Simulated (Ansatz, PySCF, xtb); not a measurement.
Energy difference R1 → P1, each structure at its B3LYP-D3(BJ)/def2-TZVP stationary point, reached from a drawn start; harmonic modes at that level show minima.
R1, C4H4 (SMILES C#CC=C) (charge 0, multiplicity 1):
```xyz
8

C     -1.14846     0.75025     0.54776
C     -0.58893    -0.32395    -0.01127
C      0.78767    -0.43095    -0.34122
C      1.94844    -0.55252    -0.63239
H     -0.56686     1.62988     0.78965
H     -2.20555     0.76925     0.77507
H     -1.20113    -1.19057    -0.24144
H      2.97493    -0.65148    -0.88635
```
P1, C4H4 (SMILES C=C=C=C) (charge 0, multiplicity 1):
```xyz
8

C      1.8945    -0.2974     0.3150
C      0.6158    -0.0967     0.1024
C     -0.6158     0.0967    -0.1024
C     -1.8945     0.2974    -0.3150
H      2.2422    -0.8734     1.1651
H      2.6482     0.1058    -0.3520
H     -2.2422     0.8735    -1.1651
H     -2.6482    -0.1058     0.3520
```

| level | reaction energy (kJ/mol) | minus CCSD(T)/CBS(cc-pVTZ, cc-pVQZ) |
|---|---|---|
| GFN1-xTB | 24.7 | -10.3 |
| HF/cc-pVTZ | 46.6 | 11.5 |
| HF/cc-pVQZ | 46.7 | 11.7 |
| SVWN5/def2-TZVPP | 1.6 | -33.4 |
| PBE/def2-TZVPP | 3.7 | -31.4 |
| PBE-D3(BJ)/def2-TZVPP | 4.4 | -30.6 |
| BLYP/def2-TZVPP | 5.1 | -30.0 |
| BLYP-D3(BJ)/def2-TZVPP | 6.7 | -28.4 |
| BLYP-D4/def2-TZVPP | 6.5 | -28.5 |
| revPBE/def2-TZVPP | 3.9 | -31.1 |
| revPBE-D4/def2-TZVPP | 6.1 | -29.0 |
| r2SCAN/def2-TZVPP | 8.7 | -26.3 |
| r2SCAN-D3(BJ)/def2-TZVPP | 8.9 | -26.1 |
| r2SCAN-D4/def2-TZVPP | 8.8 | -26.2 |
| B97M-V/def2-TZVPP | 9.0 | -26.0 |
| B3LYP-D4/def2-TZVPP | 15.1 | -19.9 |
| PBE0/def2-TZVPP | 15.1 | -19.9 |
| PBE0-D3(BJ)/def2-TZVPP | 15.8 | -19.3 |
| BHLYP/def2-TZVPP | 27.1 | -8.0 |
| BHLYP-D3(BJ)/def2-TZVPP | 28.0 | -7.0 |
| M06-2X/def2-TZVPP | 27.9 | -7.1 |
| CAM-B3LYP/def2-TZVPP | 24.5 | -10.5 |
| CAM-B3LYP-D3(BJ)/def2-TZVPP | 25.0 | -10.0 |
| CAM-B3LYP-D4/def2-TZVPP | 25.0 | -10.0 |
| wB97X-V/def2-TZVPP | 31.1 | -3.9 |
| wB97M-V/def2-TZVPP | 30.1 | -5.0 |
| B2PLYP/def2-TZVPP | 27.5 | -7.5 |
| B2PLYP-D3(BJ)/def2-TZVPP | 28.1 | -6.9 |
| MP2/cc-pVDZ | 47.4 | 12.4 |
| MP2/cc-pVTZ | 47.5 | 12.4 |
| MP2/cc-pVQZ | 47.7 | 12.6 |
| SCS-MP2/cc-pVDZ | 47.6 | 12.6 |
| SCS-MP2/cc-pVTZ | 47.7 | 12.7 |
| SCS-MP2/cc-pVQZ | 47.9 | 12.9 |
| CCSD/cc-pVDZ | 37.5 | 2.5 |
| CCSD/cc-pVQZ | 39.1 | 4.1 |
| CCSD(T)/cc-pVDZ | 33.6 | -1.4 |
| CCSD(T)/cc-pVTZ | 34.4 | -0.6 |
| CCSD(T)/cc-pVQZ | 34.8 | -0.2 |
| CCSD(T)/CBS(cc-pVTZ, cc-pVQZ) | 35.0 | 0.0 |

 The comparison column counts from a level with limits of its own.

P less R. No zero-point or thermal terms.

Cores are frozen in the correlated methods. CBS: X⁻³ extrapolation of the correlation energy, Hartree–Fock from the larger set.

Run with Ansatz (Gaussian basis) for Hartree–Fock, density functionals and correlated methods; PySCF for M06-2X and the D3/D4 terms; xtb for the GFN methods. Each number belongs to the level named beside it.

Ansatz is a program for electronic structure.
